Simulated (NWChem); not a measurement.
System: CH3BBrCl; SMILES CB(Cl)Br

Excerpt of the output:

```
             Northwest Computational Chemistry Package (NWChem) 7.3.0
             --------------------------------------------------------

 C1  symmetry detected

                             Geometry "geometry" -> ""
                             -------------------------

 Output coordinates in angstroms (scale by  1.889725989 to convert to a.u.)

  No.       Tag          Charge          X              Y              Z
 ---- ---------------- ---------- -------------- -------------- --------------
    1 B                    5.0000     0.42173948    -0.58560683     0.02002579
    2 Cl                  17.0000    -0.77512762    -1.87979036    -0.00051268
    3 Br                  35.0000    -0.21948660     1.23275090     0.00046266
    4 C                    6.0000     1.95370489    -0.89216596     0.00377957
    5 H                    1.0000     2.55695860    -0.09831667     0.48469325
    6 H                    1.0000     2.27581802    -0.93278241    -1.06227261
    7 H                    1.0000     2.19549714    -1.87771621     0.44729544

 Effective nuclear repulsion energy (a.u.)     275.4802496285

                                Z-matrix (autoz)
                                --------

 Units are Angstrom for bonds and degrees for angles

[...]

      ----------------------
      Optimization converged
      ----------------------

  Step       Energy      Delta E   Gmax     Grms     Xrms     Xmax
  ---- ---------------- -------- -------- -------- -------- --------
@    4   -3084.28298924 -4.0D-07  0.00013  0.00003  0.00039  0.00103
                                     ok       ok       ok       ok

                                Z-matrix (autoz)
                                --------

 Units are Angstrom for bonds and degrees for angles

[...]

 Rotational Constants
 --------------------
 A=   0.185614 cm-1  (  0.267051 K)
 B=   0.062245 cm-1  (  0.089554 K)
 C=   0.047018 cm-1  (  0.067647 K)

 Temperature                      =   298.15K
 frequency scaling parameter      =   1.0000

 Zero-Point correction to Energy  =   26.819 kcal/mol  (  0.042739 au)
 Thermal correction to Energy     =   30.264 kcal/mol  (  0.048229 au)
 Thermal correction to Enthalpy   =   30.856 kcal/mol  (  0.049172 au)

 Total Entropy                    =   79.314 cal/mol-K
   - Translational                =   40.722 cal/mol-K (mol. weight = 140.9181)
   - Rotational                   =   27.475 cal/mol-K (symmetry #  =        1)
   - Vibrational                  =   11.116 cal/mol-K

 Cv (constant volume heat capacity) =   16.519 cal/mol-K
   - Translational                  =    2.979 cal/mol-K
   - Rotational                     =    2.979 cal/mol-K
   - Vibrational                    =   10.560 cal/mol-K

[normal modes left out]

 ----------------------------------------------------------------------------
 Normal Eigenvalue ||           Projected Infra Red Intensities
  Mode   [cm**-1]  || [atomic units] [(debye/angs)**2] [(KM/mol)] [arbitrary]
 ------ ---------- || -------------- ----------------- ---------- -----------
    1       -0.000 ||    0.000296           0.007         0.289       0.097
    2       -0.000 ||    0.000022           0.001         0.022       0.007
    3       -0.000 ||    0.000015           0.000         0.015       0.005
    4       -0.000 ||    0.000121           0.003         0.118       0.040
    5        0.000 ||    0.000477           0.011         0.465       0.155
    6        0.000 ||    0.001236           0.029         1.205       0.403
    7       41.713 ||    0.000305           0.007         0.297       0.099
    8      227.307 ||    0.000926           0.021         0.903       0.302
    9      267.100 ||    0.000098           0.002         0.095       0.032
   10      391.407 ||    0.000941           0.022         0.917       0.307
   11      444.860 ||    0.016391           0.378        15.979       5.344
   12      706.824 ||    0.168844           3.895       164.598      55.052
   13      895.589 ||    0.029895           0.690        29.143       9.747
   14     1032.894 ||    0.194266           4.482       189.380      63.340
   15     1099.093 ||    0.132975           3.068       129.631      43.357
   16     1410.438 ||    0.075001           1.730        73.115      24.454
   17     1508.296 ||    0.002786           0.064         2.716       0.908
   18     1521.818 ||    0.008893           0.205         8.670       2.900
   19     3008.974 ||    0.002617           0.060         2.551       0.853
   20     3084.803 ||    0.003086           0.071         3.008       1.006
   21     3128.216 ||    0.004880           0.113         4.758       1.591
 ----------------------------------------------------------------------------
```

Level: B3LYP/3-21G. This build's default masses of Se (78.918 u) and Br (79.917 u) are each other's, which moves their modes by up to 0.6 %.

Q: Write an input that gives this output.

A: One answer among several that fit: the input that was run:
```
start job
memory heap 200 mb stack 900 mb global 1100 mb
geometry units angstroms
  B      0.426082    -0.575391     0.016163
  Cl    -0.750997    -1.880612    -0.120610
  Br    -0.241358     1.230987     0.113635
  C      1.962427    -0.859554     0.008688
  H      2.544694    -0.094235     0.556996
  H      2.305274    -0.819384    -1.050895
  H      2.210243    -1.871040     0.385467
end
basis spherical
  B library 3-21g
  Cl library 3-21g
  Br library 3-21g
  C library 3-21g
  H library 3-21g
end
dft
  xc b3lyp
  iterations 150
end
driver
  maxiter 120
end
task dft optimize
task dft freq
```
